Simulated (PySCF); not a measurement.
## C7H12BN: core ionisation energies

Compound: C7H12BN.
Numbering: `[BH3-:1][n+:2]1[cH:3][cH:4][cH:5][c:6]([CH2:7][CH3:8])[cH:9]1`

Computed with PySCF, delta-SCF UKS SCAN, pcX-2 on the ionised atom, pcseg-1 elsewhere, spin-free X2C. Binding energies are ΔSCF values: E(core-ionised, relaxed orbitals) − E(ground state) at a fixed geometry, referred to the vacuum level.

Question: Give the core binding energies atom by atom.

Answer: 
```
atom(s)                                                     bonded to  level  binding energy (eV)  above the level's lowest (eV)  count
     B1                                                     N and 3 H   B 1s               193.24                           0.00      1
     N2                            2 C (aromatic in the SMILES) and B   N 1s               406.42                           0.00      1
     C3  N (aromatic in the SMILES), C (aromatic in the SMILES) and H   C 1s               291.67                          +0.60      1
     C4                            2 C (aromatic in the SMILES) and H   C 1s               291.19                          +0.12      1
     C5                            2 C (aromatic in the SMILES) and H   C 1s               291.07                           0.00      1
     C6                            2 C (aromatic in the SMILES) and C   C 1s               291.23                          +0.16      1
     C7                                                   2 C and 2 H   C 1s               291.37                          +0.30      1
     C9  N (aromatic in the SMILES), C (aromatic in the SMILES) and H   C 1s               291.62                          +0.55      1
```

Lowest listed C 1s: C5, bonded to 2 C (aromatic in the SMILES) and H. Highest, 0.60 eV above it: C3, bonded to N (aromatic in the SMILES), C (aromatic in the SMILES) and H. Summing the Pauling electronegativity differences to the bonded atoms, each weighted by its formal bond order, gives -0.35 for the lowest site and +0.39 for the highest; no listed site has a larger sum than the highest. The smallest sum, -0.70, belongs to C7, 0.30 eV above the lowest. The values 291.19 and 291.23 eV lie too close for their order to be trusted.

Question: Which effective nuclear charge Zeff reproduces each element's mean 1s value in the hydrogen-like formula E = 13.606 eV × Zeff²?

Answer: B (Z = 5): mean 193.2 eV, Zeff = 3.77, Z − Zeff = 1.23; C (Z = 6): mean 291.4 eV, Zeff = 4.63, Z − Zeff = 1.37; N (Z = 7): mean 406.4 eV, Zeff = 5.47, Z − Zeff = 1.53. Means run over the listed sites, weighted by atom count.

The list is incomplete; no value stands for C 1s of C8. One conformer (not necessarily the lowest) at the PBE0-D3(BJ)/def2-SVP geometry, without solvent, vibrations or thermal averaging.

On one thread of an Intel Xeon 6975P-C, no GPU, shared host with 128 logical CPUs at a one-minute load of 110, this took 6.2 min wall and 0.66 GiB of memory at its peak.

The values belong to the conformer `[BH3-:1][n+:2]1[cH:3][cH:4][cH:5][c:6]([CH2:7][CH3:8])[cH:9]1`: C5–C6–C7–C8 89°.
